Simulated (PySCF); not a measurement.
# Fractional electron number in Fe²⁺ (iron, charge +2)

The 3d beta orbital of [Ar] 3d6 is emptied in steps (occupation f), with all orbitals relaxed, ending at [Ar] 3d5. Calculation: PySCF 2.14, in aug-cc-pVTZ; the non-relativistic Hamiltonian (point nucleus). The exact energy is a straight line in f; departures are measured from the line between the end points of the same method.

```tsv
f	M06-2X (eV)
1	0.000
0.8	-0.447
0.6	-0.685
0.4	-0.700
0.2	-0.480
0	0.000
```

Problem. For M06-2X, how does the orbital energy at f = 1 compare with the removal energy?

Solution. −ε = 28.139 eV against a total-energy difference of 30.874 eV. By Janak's theorem ε = ∂E/∂f, so the gap between them reflects the curvature. Along the path −ε is 29.150 (f = 0.8), 30.232 (f = 0.6), 31.374 (f = 0.4), 32.595 (f = 0.2) eV.

Reference removal energy between the ground levels: 30.651 ± 0.012 eV (measured; NIST Atomic Spectra Database, ionization energies). The calculation has no spin-orbit coupling. The determinant left behind need not be the lowest term of the ion.
